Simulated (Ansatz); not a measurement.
`CB(N)F` + H₂O → `CB(O)F` + NH₃ at 600 K and 1 bar (formal hydrolysis of a B–N bond).

Program: Ansatz. Geometries: PBE0-D4/def2-TZVP. ΔE: electronic, gas phase. CCSD(T)/CBS adds triple-zeta CCSD(T) − MP2 to the extrapolated MP2 energy (def2 sets, frozen cores). This one scheme is used for every species. One conformer a species, not always the lowest.

```json
{"species": "`CB(N)F`", "CCSD(T)/CBS energy (Eh)": "-220.47660", "H − E (kJ/mol)": "233.9", "S (J/(mol·K))": "367.7"}
{"species": "H₂O", "CCSD(T)/CBS energy (Eh)": "-76.37941", "H − E (kJ/mol)": "76.8", "S (J/(mol·K))": "212.8"}
{"species": "`CB(O)F`", "CCSD(T)/CBS energy (Eh)": "-240.35473", "H − E (kJ/mol)": "198.2", "S (J/(mol·K))": "359.9"}
{"species": "NH₃", "CCSD(T)/CBS energy (Eh)": "-56.50880", "H − E (kJ/mol)": "112.4", "S (J/(mol·K))": "219.5"}
```

H − E and S are ideal-gas, rigid-rotor, harmonic terms from PBE0-D4/def2-TZVP, for one conformer and one mirror image of each species. 1 Eh = 2625.50 kJ/mol, R = 8.31446 J/(mol·K).

Problem. By hand: ΔE, ΔH, ΔS and ΔG.

Solution. ΔE = (-240.35473) + (-56.50880) − (-220.47660) − (-76.37941) = -0.00752 Eh = -19.7 kJ/mol. Δ(H − E) = 198.2 + 112.4 − 233.9 − 76.8 = -0.1, so ΔH = -19.8 kJ/mol. ΔS = 359.9 + 219.5 − 367.7 − 212.8 = -1.1 J/(mol·K). ΔG = -19.8 − 600 × (-1.1)/1000 = -19.1 kJ/mol.

Problem. By hand: the equilibrium constant, and the temperature at which ΔG would vanish if ΔH and ΔS stayed fixed.

Solution. log₁₀ K = −ΔG/(RT ln 10) = 1.7. ΔG = 0 at ΔH/ΔS = 18000 K, far beyond where these terms or the molecules hold.

The number of gas molecules stays the same, so ΔS is small and ΔH decides. A doubt of 5 kJ/mol in ΔE shifts log₁₀ K by 0.4 here. Other conformers and mirror images would add mixing entropy, several J/(mol·K) or more a flexible species. These are equilibria of isolated gas molecules and say nothing of rates. Largest T1 diagnostic: 0.012 (customary marks: 0.02 for closed shells, 0.045 for open ones).
